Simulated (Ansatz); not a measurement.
Consider the cleavage of the B–B bond: `BB(C)OC` + `C[NH][GeH3]` → `B[N](C)[GeH3]` + `CBOC`.

Program: Ansatz. Geometries: PBE0-D4/def2-TZVP. ΔE: electronic, gas phase. CBS: MP2 limit from def2 TZ/QZ plus the TZ coupled-cluster correction, frozen cores. Functionals use def2-TZVPP. B3LYP here is the variant with VWN-RPA as its local correlation; programs differ in this. For Ge outer-core shells are correlated without core-valence functions, which leaves a few kJ/mol of doubt a bond. Scalar relativity is left out up to krypton. One conformer a species, not always the lowest.

```csv
level,ΔE (kJ/mol),difference from CCSD(T)/CBS
PBE-D4,-184.6,5.4
r2SCAN-D4,-186.8,3.2
B3LYP-D4,-189.3,0.7
ωB97X-V,-184.1,5.9
ωB97M-V,-191.0,-1.0
r2SCAN,-186.8,3.2
PBE0,-183.4,6.6
B3LYP,-188.1,1.9
HF/def2-TZVPP,-181.8,8.2
MP2/def2-TZVPP,-199.5,-9.5
SCS-MP2/def2-TZVPP,-195.9,-5.9
CCSD/def2-TZVPP,-189.6,0.4
CCSD(T)/def2-TZVPP,-192.6,-2.6
MP2/def2-QZVPP,-198.0,-8.0
SCS-MP2/def2-QZVPP,-194.4,-4.4
MP2/CBS(def2),-196.9,-6.9
CCSD(T)/CBS,-190.0,0
```

Largest T1 diagnostic among the species: 0.013.

In def2-TZVPP, CCSD(T) changes the Hartree–Fock value by −10.8 kJ/mol (the triples alone add −3.0 kJ/mol) and MP2 by −17.8 kJ/mol.
